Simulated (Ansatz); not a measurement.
Frontier orbitals of `[Cl][Sn]([Cl])([Cl])[Br]`.

Charge 0, multiplicity 1. Correlated methods include outer-core shells of Br, Sn, which these sets cover unevenly. Scalar relativity is left out up to krypton. Sn: def2 effective core potential. Geometry: relaxed with PBE0-D4/def2-TZVP. Basis def2-TZVPP, Ansatz.

| functional | HOMO (eV) | LUMO (eV) | gap (eV) |
| --- | --- | --- | --- |
| PBE | -7.95 | -4.11 | 3.84 |
| PBE0 | -9.30 | -3.26 | 6.04 |
| B3LYP | -9.01 | -3.54 | 5.47 |
| r2SCANh | -8.82 | -3.67 | 5.15 |
| BHLYP | -10.46 | -2.31 | 8.15 |
| ωB97M-V | -11.53 | -1.24 | 10.29 |

A quarter of exact exchange (PBE0) shifts PBE's HOMO by −1.35 eV and its LUMO by +0.85 eV; full exchange at long range (ωB97M-V) shifts them by −3.58 and +2.87 eV. The gap opens from 3.84 to 10.29 eV, since occupied levels lose self-interaction and empty ones feel all the electrons.

B3LYP here is the variant with VWN-RPA as its local correlation; programs differ in this.
